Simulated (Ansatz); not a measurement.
Level of theory: frozen-core CCSD(T)/cc-pVDZ // B3LYP-D3(BJ)/def2-SVP in Ansatz (a first-principles code).

Ansatz 0.2 input:
```yaml
crystal:
  periodic: [false, false, false]
  atoms:
    - { symbol: C, position_ang: [2.247987, -0.922737, 0.125025] }
    - { symbol: O, position_ang: [1.536969, 0.230061, -0.234684] }
    - { symbol: Ge, position_ang: [-0.260795, 0.297001, -0.085131] }
    - { symbol: C, position_ang: [-0.742225, 0.019425, 1.798713] }
    - { symbol: C, position_ang: [-1.035814, -1.098132, -1.229966] }
    - { symbol: C, position_ang: [-0.703091, 2.093786, -0.705377] }
    - { symbol: H, position_ang: [3.32385, -0.748592, -0.048736] }
    - { symbol: H, position_ang: [1.957588, -1.812804, -0.470503] }
    - { symbol: H, position_ang: [2.125543, -1.189196, 1.195169] }
    - { symbol: H, position_ang: [-1.829392, 0.133057, 1.933845] }
    - { symbol: H, position_ang: [-0.457718, -0.98875, 2.136107] }
    - { symbol: H, position_ang: [-0.231681, 0.759049, 2.433794] }
    - { symbol: H, position_ang: [-0.687989, -0.974696, -2.266686] }
    - { symbol: H, position_ang: [-2.135155, -1.031506, -1.219279] }
    - { symbol: H, position_ang: [-0.7492, -2.101715, -0.880877] }
    - { symbol: H, position_ang: [-1.790851, 2.25988, -0.671325] }
    - { symbol: H, position_ang: [-0.211056, 2.844672, -0.069601] }
    - { symbol: H, position_ang: [-0.35697, 2.231199, -1.740488] }
basis:
  gaussian: { orbitals: cc-pVDZ }
correlation:
  method: ccsd_t
```

Output:

```
Functional definition: HF
1497 factors; integrals over basis functions are off by at most 1.2e-3 eV
mean field evaluation 1: about -62818.4045 eV, gradient 4.1e1 eV
mean field evaluation 2: about -62818.5249 eV, gradient 4.1e1 eV
mean field evaluation 4: about -62822.7415 eV, gradient 5.1e0 eV
mean field evaluation 8: about -62822.8144 eV, gradient 1.6e-4 eV
mean field evaluation 16: about -62822.6707 eV, gradient 2.1e-1 eV
mean field -62822.81440266 eV, -2308.6958464647 hartree, gradient 6.5e-6 eV, S^2 0.000000; 0 other end points of the search recorded, 0 dependent functions left out
14 core orbitals not correlated
reference -62822.81440266 eV, -2308.6958464647 hartree; 24, 24 occupied and 119, 119 virtual orbitals, 1497 factors
second order -24.25279821 eV of doubles, -0.00000000 eV of singles
cycle   1  -25.54410043 eV  change    -1.3e0 eV  update   1.1e-1
cycle   2  -26.20498333 eV  change   -6.6e-1 eV  update   3.2e-2
cycle   3  -26.34876035 eV  change   -1.4e-1 eV  update   1.5e-2
cycle   4  -26.35095750 eV  change   -2.2e-3 eV  update   3.3e-3
cycle   5  -26.35161472 eV  change   -6.6e-4 eV  update   1.3e-3
cycle   6  -26.35184581 eV  change   -2.3e-4 eV  update   3.7e-4
cycle   7  -26.35174476 eV  change    1.0e-4 eV  update   1.5e-4
cycle   8  -26.35173636 eV  change    8.4e-6 eV  update   5.2e-5
perturbative correction -0.74821030 eV, -0.0274962214 hartree
Total energy: -62849.91434932 eV, -2309.6917511356 hartree
```

Cost: very roughly 100 core-seconds.
